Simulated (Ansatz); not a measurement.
This geometry of BrCl2HZn (5 atoms, charge 0, multiplicity 1) is a first-order saddle point.

Method: RKS PBE0-D4/def2-SVP (Ansatz).

```xyz
5
Properties=species:S:1:pos:R:3
Zn -0.415 0.000 0.027
Cl 0.205 0.000 2.224
Cl 0.354 0.000 -1.941
Br -2.727 0.000 1.005
H -1.463 0.000 2.043
```

(1) Which two structures does it join? (They come from a converged band through this point; their orientation in space is the band's.)

(2) How far does it lie above each of them?

## Answers

(1) Bonds broken: Zn1–Cl2, Br4–H5. Bonds formed: Zn1–Br4, Cl2–H5.

Initial state:

```xyz
5
Properties=species:S:1:pos:R:3
Zn -0.030 0.000 0.132
Cl 0.522 0.000 2.205
Cl 0.140 0.000 -1.972
Br -2.723 0.000 0.887
H -1.955 0.000 2.105
```

Final state:

```xyz
5
Properties=species:S:1:pos:R:3
Zn -0.889 0.000 -0.245
Cl 0.219 0.000 2.163
Cl 0.645 0.000 -1.700
Br -2.980 0.000 0.650
H -1.041 0.000 2.489
```

(2) 2.6 kcal/mol above the first and 7.0 kcal/mol above the second. This is the barrier of this one path; another mechanism may lie lower. The orbitals stay closed-shell, which can raise the energy where a bond breaks towards radicals; this wasn't checked here.

Time of the run: 75 s on 2 threads of AMD EPYC 9R45 96-Core Processor (Zen 5) (shared host), peak memory 0.29 GiB.
